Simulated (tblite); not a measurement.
CH$_{3}$O$_{3}$Re, triplet, at a GFN2-xTB geometry (such geometries of metal compounds can be far from the true shape) (the multiplicity is a formal guess); IPEA1-xTB run with tblite.

tblite was given this input:
```
$ tblite run mol.xyz --method ipea1 --charge 0 --spin 2 --json tblite.json --no-restart

# file mol.xyz
8

Re     0.03195556    -0.12053854    -0.12344557
O      1.45767432     0.66095690    -0.56814494
O      0.67911733    -0.77031636     1.40556728
O     -1.41120364    -0.68482651    -0.69523628
C     -0.86361665     1.61668092     0.84836389
H     -0.07912932     2.16611947     1.36614474
H     -1.60794345     1.27507451     1.56674822
H     -1.33259851     2.25259882     0.09785253
```

What the program printed (banner, timings and long lists left out):

```
xTB calculator
 | screened Coulomb repulsion
 | Coulomb electrostatics
 |  * isotropic Klopman-Ohno-Mataga-Nishimoto electrostatics
 |  * onsite third-order electrostatics
 | DFT-D3(BJ) dispersion correction

halogen bonding energy    0.0000000000000E+00 Eh
repulsion energy          1.1088869394625E-01 Eh
dispersion energy        -2.5952598863592E-03 Eh
number of electrons       3.2000000000000E+01 e
integral cutoff           4.0000000000000E+01 bohr

------------------------------------------------------------
  cycle        total energy    energy error   density error
------------------------------------------------------------
      1     -16.75197928846  -1.6860273E+01   1.2130669E+00
      2     -17.85516970540  -1.1031904E+00   1.5057349E+00
      3     -19.43325079196  -1.5780811E+00   5.8057595E-01
      4     -20.28659345977  -8.5334267E-01   2.8795597E-01
      5     -20.30092391791  -1.4330458E-02   2.5273969E-01
      6     -20.49088925892  -1.8996534E-01   1.3836166E-01
      7     -20.50254144182  -1.1652183E-02   9.5054877E-02
      8     -20.54195749618  -3.9416054E-02   4.0126980E-02
      9     -20.54542476855  -3.4672724E-03   2.5548572E-02
     10     -20.54747113540  -2.0463669E-03   1.4320406E-02
     11     -20.54807301624  -6.0188084E-04   5.8392458E-03
     12     -20.54815090624  -7.7890004E-05   3.1687147E-03
     13     -20.54818939146  -3.8485219E-05   2.7809207E-04
     14     -20.54818925892   1.3254751E-07   3.1838485E-04
     15     -20.54818947830  -2.1938220E-07   1.2017099E-04
     16     -20.54818953652  -5.8224188E-08   1.0972881E-05
------------------------------------------------------------

electronic energy        -2.0656482970582E+01 Eh
total energy             -2.0548189536522E+01 Eh

Post processing:
 | Mayer-Wiberg bond orders

[Info] JSON dump of results written to 'tblite.json'
```
